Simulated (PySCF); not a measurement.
# Two-component Hartree-Fock for Bi⁶¹⁺ (bismuth, charge +61)

Start: [Ar] 3d4; 3d3/2 filled at m_j = -3/2, -1/2, +1/2, +3/2. Calculated with PySCF 2.14 in an uncontracted even-tempered set (15 s from 19 bohr⁻², ratio 2.8; 13 p from 25 bohr⁻², ratio 2.8; 8 d from 25 bohr⁻², ratio 2.8; 3 f from 82 bohr⁻², ratio 3): generalised Hartree-Fock with the X2C-1e Hamiltonian and a Gaussian nucleus; one run each with spin-orbit coupling (SO) switched off, then screened by Boettger's factors.

```
spinor shell  electrons  ε, spin-free (eV)  ε, screened SO (eV)  weight of nominal j (screened SO)  rms radius, screened SO (bohr)
       1s1/2          2           -95446.2             -95394.8                              1.000                          0.0178
       2s1/2          2           -20791.0             -20770.0                              1.000                          0.0714
       2p1/2          2           -18437.2             -20145.4                              1.000                          0.0603
       2p3/2          4           -18437.2             -17769.1                              1.000                          0.0684
       3s1/2          2            -7864.9              -7858.0                              1.000                           0.176
       3p1/2          2            -7165.6              -7615.0                              1.000                           0.167
       3d3/2          4            -6595.7              -6655.1                              1.000                           0.156
```

(1) Where does 3p3/2 lie, and what is the 3p spin-orbit splitting (screened SO)?

```csv
quantity,spin-free,screened SO
E (hartree),-17767.52963,-17817.46117
M_J,0,0
⟨J²⟩,4.000,0.000
⟨L²⟩,6.000,2.498
⟨S²⟩,6.000,2.498
```

Breit and QED terms are absent; they matter most for the inner s and p1/2 levels.

Densities and radii are taken from the X2C orbitals without a picture-change correction, which distorts them close to the nucleus.

Without spin-orbit coupling the j labels of p, d and f shells carry no meaning; the spin-free column gives the mean over the occupied spinors of each nl shell, and its ⟨J²⟩ belongs to a mixture of degenerate components.

Answers

(1) At -6984.9 eV, 630.15 eV above 3p1/2.
